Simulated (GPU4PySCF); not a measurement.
N-phenylbenzimidazole (C₁₃H₁₀N₂), SMILES c1ccc(-n2cnc3ccccc32)cc1. Atoms are numbered in the order given.

```xyz
25

C      4.0027    -0.3596    -0.6806
C      3.0160    -1.2597    -1.0691
C      1.7072    -1.0998    -0.6345
C      1.3805    -0.0190     0.1833
N      0.0558     0.1481     0.6410
C     -0.3253     0.4571     1.9321
N     -1.6143     0.5363     2.1009
C     -2.1500     0.2752     0.8517
C     -3.4823     0.2515     0.4438
C     -3.7483    -0.0152    -0.8902
C     -2.7140    -0.2447    -1.8101
C     -1.3799    -0.2275    -1.4263
C     -1.1216     0.0231    -0.0833
C      2.3634     0.8913     0.5690
C      3.6727     0.7108     0.1432
H      5.0239    -0.4917    -1.0189
H      3.2677    -2.1019    -1.7039
H      0.9413    -1.8170    -0.9045
H      0.4201     0.5799     2.7056
H     -4.2748     0.4440     1.1576
H     -4.7754    -0.0408    -1.2362
H     -2.9613    -0.4375    -2.8480
H     -0.5865    -0.3902    -2.1459
H      2.0927     1.7435     1.1821
H      4.4347     1.4206     0.4448
```
Charge 0, spin multiplicity 1.

Geometry: r2SCAN-D4/def2-TZVP. Other conformers were not sampled.

The numbers are results of B3LYP/def2-TZVPD in GPU4PySCF, not measurements.

The molecule is in vacuum.

### Question
Estimate the frontier levels, gap, dipole moment and polarisability. (The exact figures need the calculation; the answer reports its results.)

### Answer

The highest occupied level is -6.29 eV, the lowest empty level is -1.12 eV and the orbital gap comes out as 5.17 eV. The dipole moment comes out as 0.766 e·Å and the quadrupole, principal values (traceless, Buckingham form, about the centre of nuclear charge) is -10.84, -2.56, 13.40 D·Å. The mean static polarisability comes out as 169.3 bohr³ (25.09 Å³) and the polarisability, principal values comes out as 101.3, 167.7, 238.9 bohr³.
